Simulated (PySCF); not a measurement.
C2H6O2. Atoms are numbered in the order given.

```xyz
10

O      1.3521    -0.5122    -0.0233
C      0.6142     0.6780    -0.2555
C     -0.8330     0.2540    -0.4344
O     -1.2990    -0.4357     0.6986
H      2.2233    -0.2822     0.3202
H      0.6845     1.3670     0.6085
H      0.9705     1.2166    -1.1567
H     -1.4680     1.1433    -0.5799
H     -0.9093    -0.3636    -1.3542
H     -0.6127    -1.0902     0.8988
```

The structure is a stationary point at B3LYP-D3(BJ)/def2-SVP. Other conformers were not sampled.

All values below come from SMD-M06-2X/def2-SVP in PySCF.

Solvation free energies are E(SMD) − E(gas) at the gas-phase geometry, for 1 M in both phases. In vacuum the dipole moment is 2.63 D.

Question: Rank water, cyclohexanone, n-hexane by solvation free energy, most negative first.

Answer: water (-8.1 kcal/mol), cyclohexanone (-5.4 kcal/mol), n-hexane (-3.2 kcal/mol)
